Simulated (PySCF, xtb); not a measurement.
Sn(OMe)(SiH3) (CH₆OSiSn), SMILES C[O][Sn][SiH3] (connectivity only; charge and spin as stated), neutral, multiplicity 1.

xtb with GFN2-xTB at its own geometry gives an orbital gap of 2.19 eV and a dipole moment of 3.03 D.

Geometry: PBE-D3(BJ)/def2-SVP. The structure was generated by enumeration; whether it is a known compound was not checked. The def2 effective core potentials stand for the cores of Sn; spin–orbit coupling is left out. The values are those of a single conformer.

Task: What does B3LYP/def2-TZVP (PySCF) give? (An estimate is asked for; the answer gives what the named calculation found.)

Result: gap 3.17 eV (levels -6.20 and -3.02 eV), dipole 0.94 D.
